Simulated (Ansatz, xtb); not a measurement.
# Two isomers of C5H3ClO2S

We compare a, `O=C(O)c1sccc1Cl`, a singlet, with b, `O=C(O)c1ccc(Cl)s1`, a singlet. Both are isolated molecules in the gas phase, relaxed with B3LYP-D3(BJ)/def2-SVP; the shapes shown needn't be the lowest conformers.

a (Å):

```json
{"atom": "C", "x (Å)": "-0.4344", "y (Å)": "-0.5913", "z (Å)": "-0.4783"}
{"atom": "C", "x (Å)": "0.9537", "y (Å)": "-0.1835", "z (Å)": "-0.7425"}
{"atom": "C", "x (Å)": "3.0256", "y (Å)": "0.8011", "z (Å)": "-1.7017"}
{"atom": "C", "x (Å)": "3.2808", "y (Å)": "0.0833", "z (Å)": "-0.5595"}
{"atom": "C", "x (Å)": "2.0932", "y (Å)": "-0.4808", "z (Å)": "-0.0101"}
{"atom": "Cl", "x (Å)": "2.1292", "y (Å)": "-1.4321", "z (Å)": "1.4277"}
{"atom": "O", "x (Å)": "-0.8079", "y (Å)": "-1.2695", "z (Å)": "0.4467"}
{"atom": "O", "x (Å)": "-1.2778", "y (Å)": "-0.1052", "z (Å)": "-1.4200"}
{"atom": "S", "x (Å)": "1.3569", "y (Å)": "0.8033", "z (Å)": "-2.1233"}
{"atom": "H", "x (Å)": "-2.1677", "y (Å)": "-0.4132", "z (Å)": "-1.1806"}
{"atom": "H", "x (Å)": "3.7456", "y (Å)": "1.3340", "z (Å)": "-2.3217"}
{"atom": "H", "x (Å)": "4.2655", "y (Å)": "-0.0493", "z (Å)": "-0.1133"}
```

b (Å):

```xyz
12

C    -0.4648    0.4372   -0.5095
C     0.9130   -0.0462   -0.6740
C     2.0467    0.7375   -0.6238
C     3.2439    0.0011   -0.8165
C     2.9897   -1.3395   -1.0108
Cl    4.1567   -2.5756   -1.2800
O    -0.7662    1.5900   -0.3085
O    -1.3728   -0.5580   -0.6080
S     1.2986   -1.7223   -0.9622
H    -2.2484   -0.1538   -0.4880
H     1.9926    1.8127   -0.4514
H     4.2485    0.4221   -0.8150
```

Quicker runs give these differences E(b) − E(a): GFN2-xTB +1.60 kcal/mol; HF/STO-3G −0.55 kcal/mol (at GFN2-xTB geometries); r2SCAN-D4/def2-SVP −0.60 kcal/mol (at GFN2-xTB geometries).

Task: Estimate which is lower in electronic energy at CCSD(T)/def2-SVP + ΔMP2/def2-TZVPP, and by roughly how much.

Result: Too close to call at this level: CCSD(T)/def2-SVP + ΔMP2/def2-TZVPP gives E(b) − E(a) = −0.14 kcal/mol.

The same difference at several levels:

| level | geometry | E(b) − E(a) (kcal/mol) | departure from the last row (kcal/mol) | job, with rough time for the two |
| --- | --- | --- | --- | --- |
| GFN2-xTB | GFN2-xTB | +1.60 | +1.74 | optimisation, 0.17 s |
| HF/STO-3G | GFN2-xTB | −0.55 | −0.41 | single point, 0.56 s |
| r2SCAN-D4/def2-SVP | GFN2-xTB | −0.60 | −0.45 | single point, 5.1 s |
| B3LYP-D3(BJ)/def2-SVP | B3LYP-D3(BJ)/def2-SVP | −0.42 | −0.28 | optimisation, 37 s |
| HF/def2-SVP | B3LYP-D3(BJ)/def2-SVP | −1.03 | −0.89 | part of the CCSD(T) run |
| MP2/def2-SVP | B3LYP-D3(BJ)/def2-SVP | −0.06 | +0.09 | part of the CCSD(T) run |
| CCSD(T)/def2-SVP | B3LYP-D3(BJ)/def2-SVP | −0.21 | −0.06 | single point |
| CCSD(T)/def2-SVP + ΔMP2/def2-TZVPP | B3LYP-D3(BJ)/def2-SVP | −0.14 |  | single point, 2 min |

As drawn, both hold the same kinds of bond in the same numbers.

The largest departure from CCSD(T)/def2-SVP + ΔMP2/def2-TZVPP is that of GFN2-xTB, 1.74 kcal/mol. The last row adds to CCSD(T) the change of the MP2 difference between the two basis sets, here +0.06 kcal/mol.

With thermal terms from frequencies at re-optimised GFN2-xTB minima (ideal gas, soft modes damped towards free rotors, one conformer each, 298.15 K, 1 atm): the zero-point term adds −0.03 kcal/mol; ΔH is −0.14 and ΔG −0.29 kcal/mol.

The correlated steps freeze 17 core orbitals. Run with Ansatz 0.2.0, xtb 6.7.1; the last row on 4 threads of Arm Neoverse V1 on a shared host.
